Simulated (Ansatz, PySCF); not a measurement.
Pair of molecules: CH4 (SMILES C) (first 5 atoms) with CH3NO (SMILES NC=O); geometry from B3LYP-D3(BJ)/def2-TZVP, rigid monomers moved along the line of their centres of mass till C1···H9 is 3.65 Å.
(charge 0, multiplicity 1):
| atom | x (Å) | y (Å) | z (Å) |
|---|---|---|---|
| C | -0.0189 | 0.0255 | -0.1036 |
| H | 0.6967 | 0.0802 | 0.7159 |
| H | 0.5120 | 0.0247 | -1.0546 |
| H | -0.6021 | -0.8929 | -0.0250 |
| H | -0.6842 | 0.8892 | -0.0721 |
| N | -1.0749 | 0.0914 | 4.3796 |
| C | 0.1317 | 0.1684 | 4.9918 |
| O | 1.1994 | 0.2033 | 4.4223 |
| H | -1.1207 | 0.0604 | 3.3737 |
| H | -1.9260 | 0.0673 | 4.9122 |
| H | 0.0444 | 0.1968 | 6.0935 |

Interaction energies are E(AB) − E(A) − E(B) at the monomers' geometry in the complex; basis-set methods are counterpoise corrected. Rows marked so take none.

Frozen-core correlation. Rows in 6-31G* carry no dispersion term and start afresh at each structure (6-31G* with six Cartesian d functions).

Run with Ansatz (Gaussian orbitals); PySCF for 6-31G* rows. Each number belongs to the level named beside it.

Task: What is the computed interaction energy (PBE/def2-TZVPPD)?

Result: -20 meV

Task: What interaction energy does CCSD(T)/aug-cc-pVDZ give?

Result: -24 meV

Task: Predict the interaction energy from M06-2X/6-31G* (no counterpoise).

Result: -30 meV

Ansatz is a quantum-chemistry and plane-wave program.
